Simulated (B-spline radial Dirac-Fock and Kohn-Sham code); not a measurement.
## Scattering functions of Rb³⁴⁺

System: Rb³⁴⁺, configuration [He] 2s1.

Input file task.json (cfg lists n, l and occupation; rrms is the nuclear radius in fm):

```json
{"items": [{
  "Z": 37,
  "q": 34,
  "cfg": [[1, 0, 2], [2, 0, 1]],
  "A": 85,
  "rrms": 4.2036,
  "do": ["scatter"],
  "s": [0.0, 0.09, 0.1, 0.12, 0.14, 0.16, 0.18, 0.21, 0.25, 0.29, 0.34, 0.39, 0.46, 0.53, 0.62, 0.72, 0.83, 0.97, 1.13, 1.31, 1.53, 1.78, 2.07],
  "pz": [0, 0.1, 0.14, 0.19, 0.27, 0.38, 0.53, 0.73, 1.0, 1.4, 2.0, 2.8, 3.9, 5.4, 7.5, 10.0, 15.0, 20.0, 28.0, 40.0, 55.0],
  "hv_scatter": [5000, 8047.8, 10000, 17479.3, 20000, 30000, 50000, 100000]
}]}
```

Launch: `python xray_run.py task.json out`

Level of theory: Dirac-Fock densities; an atomic code on a B-spline grid. f₀ is the Fourier transform of the spherical electron density, S the Waller-Hartree incoherent function, and s = sin θ/λ.

```
s (Å⁻¹)     f₀      S
      0  3.000  0.000
   0.09  2.998  0.004
    0.1  2.997  0.005
   0.12  2.996  0.008
   0.14  2.995  0.010
   0.16  2.993  0.013
   0.18  2.992  0.017
   0.21  2.988  0.023
   0.25  2.984  0.032
   0.29  2.978  0.043
   0.34  2.970  0.059
   0.39  2.961  0.077
   0.46  2.946  0.106
   0.53  2.928  0.139
   0.62  2.903  0.187
   0.72  2.871  0.245
   0.83  2.831  0.315
   0.97  2.775  0.411
   1.13  2.705  0.524
   1.31  2.619  0.652
   1.53  2.509  0.802
   1.78  2.381  0.956
   2.07  2.237  1.109
```

f₀ starts at the number of electrons, 3. The sum of ⟨r²⟩ over the electrons is 0.03560 bohr².

Values without a named source are computed, but for edge energies of neutral atoms, which are taken from tables.
